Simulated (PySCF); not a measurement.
Compound: C7H8.
Atom-mapped SMILES: `[CH:1]#[C:2][C@@H:3]1[CH2:4][C@@H:5]1[CH:6]=[CH2:7]`

Structure used (GFN2-xTB), in Å, numbered top down from 1:
```
atom  x, y, z in Å
C1     2.4512    1.2711    0.7409
C2     1.7645    0.2989    0.6026
C3     0.9499   -0.8595    0.4270
C4     0.5127   -1.2509   -0.9554
C5    -0.5060   -0.7104    0.0105
C6    -1.0720    0.6277   -0.2019
C7    -2.3211    0.9546    0.0851
H8     3.0534    2.1194    0.8719
H9     1.1727   -1.6555    1.1295
H10    0.4811   -2.3002   -1.2071
H11    0.8131   -0.6110   -1.7718
H12   -1.1972   -1.4231    0.4455
H13   -0.3911    1.3609   -0.6138
H14   -3.0131    0.2399    0.5005
H15   -2.7024    1.9461   -0.0855
```

Probes without a nucleus sit at each ring's centroid and 1 Å off its mean plane on both sides; NICS is minus the shielding there, NICSzz its component along the normal. Level: GIAO PBE0/pcSseg-1 (PySCF, non-relativistic, gas phase) on the GFN2-xTB geometry, one conformer.

Ring bond lengths (Å), with Mayer bond orders in brackets: C3–C4 1.502 (0.92), C4–C5 1.504 (0.93), C5–C3 1.522 (0.89).

**Question.** What do the NICS probes read (ppm)?

**Answer.** 
| ring | type | NICS(0) | NICS(1), two faces | NICS(1)zz, two faces | rms pucker (Å) | centre to ring atoms, mean (Å) |
| --- | --- | --- | --- | --- | --- | --- |
| C3–C4–C5 | 3-membered carbocycle; formal bonds all single | -42.3 | -7.6 / -8.7 | -20.1 / -23.8 | 0.00 | 0.87 |

**Question.** What can be read from them?

**Answer.** 
- C3–C4–C5: mean NICS(1)zz -22.0 ppm, shielded. C3, C4, C5 have four or more neighbours; no verdict on aromaticity is drawn. The two faces differ by 3.7 ppm, so no symmetry operation interchanges them. NICS(0) lies 34 ppm below the mean NICS(1).

**Question.** What field does 11.7 T along the ring normal induce along that normal at the first NICS(1) probe listed for ring C3–C4–C5, 1 Å off the ring?

**Answer.** NICSzz × B0 = -20.1 ppm × 11.7 T = -235 μT, against the applied field.
